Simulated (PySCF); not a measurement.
Isomers of H5FSi3. Gas-phase values, no solvent. One relaxed conformer stands for each flexible species; it need not be the lowest. Strings in code marks are SMILES.

Quantity: electronic energy of isomers of H5FSi3 relative to `F[SiH2][SiH]=[SiH2]` (F–Si–Si–Si torsion 1°), in kcal/mol.

Level 1: PBE-D3(BJ)/def2-TZVP // ωB97X-D3(BJ)/def2-TZVP (PySCF)
Level 2: B3LYP/LANL2DZ // ωB97X-D3(BJ)/def2-TZVP (PySCF)
Level 3: PBE/6-31G* // ωB97X-D3(BJ)/def2-TZVP (PySCF)
Level 4: HF/STO-3G // ωB97X-D3(BJ)/def2-TZVP (PySCF)

```csv
species,level 2,level 3,level 4
`F/[SiH]=[SiH]/[SiH3]`,4.46,0.31,-5.37
`F/[SiH]=[SiH]\[SiH3]`,3.36,0.66,-6.78
`F[Si](=[SiH2])[SiH3]`,3.19,2.40,-1.18
```

Q: What does level 1 give for each, and how far do the other levels lie from it on average?

A: 
- `F/[SiH]=[SiH]/[SiH3]`: -0.04
- `F/[SiH]=[SiH]\[SiH3]`: 0.65
- `F[Si](=[SiH2])[SiH3]`: 3.31
Mean absolute difference from level 1, which has limits of its own, over these rows (drawn at random from the members that have all these levels): level 2 2.44 kcal/mol, level 3 0.42 kcal/mol, level 4 5.75 kcal/mol.
